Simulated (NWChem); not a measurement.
System: C2H2BrF; SMILES BrC(=C)F

This build's default masses of Se (78.918 u) and Br (79.917 u) are each other's, which moves their modes by up to 0.6 %.

Task: Give the equilibrium geometry at PBE0/def2-SVP (NWChem) as a Z-matrix, with the point group.

Result: point group Cs; any orientation.
```
C
F 1 1.3183
C 1 1.3269 2 123.06
H 3 1.0882 1 120.91 2 180.00
H 3 1.0918 4 120.08 1 180.00
Br 1 1.8769 2 112.24 3 180.00
```
